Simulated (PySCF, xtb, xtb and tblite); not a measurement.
Internal rotation in C3H10OSi, SMILES [SiH2](O)CCC. Scanned: dihedral C1–C2–C3–Si4; all other coordinates were relaxed at GFN2-xTB. Points at φ and −φ are mirror images. Heavy atoms are numbered in the order of the SMILES CCC[SiH2]O, hydrogens after them in the order of the atoms that carry them; the mirror image has the same energies with the sign of each dihedral reversed.

Levels of theory: GFN1-xTB // GFN2-xTB (xtb); GFN2-xTB (xtb and tblite); RMP2/3-21G = restricted MP2 (frozen core)/3-21G // GFN2-xTB run with PySCF.

Energies in kJ/mol, each method relative to its own lowest point.

```tsv
φ / °	GFN1-xTB	GFN2-xTB	RMP2/3-21G
-160	1.3	2.6	3.2
-140	4.5	8.0	10.3
-120	6.4	10.7	13.9
-100	4.5	7.1	9.8
-80	1.9	1.9	4.1
-60	0.1	0.1	2.8
-40	1.3	4.2	8.2
-20	5.1	11.6	16.9
0	7.7	15.5	21.4
20	5.1	11.6	16.9
40	1.3	4.2	8.2
60	0.1	0.1	2.8
80	1.9	1.9	4.1
100	4.5	7.1	9.8
120	6.4	10.7	13.9
140	4.5	8.0	10.3
160	1.3	2.6	3.2
180	0.0	0.0	0.0
```
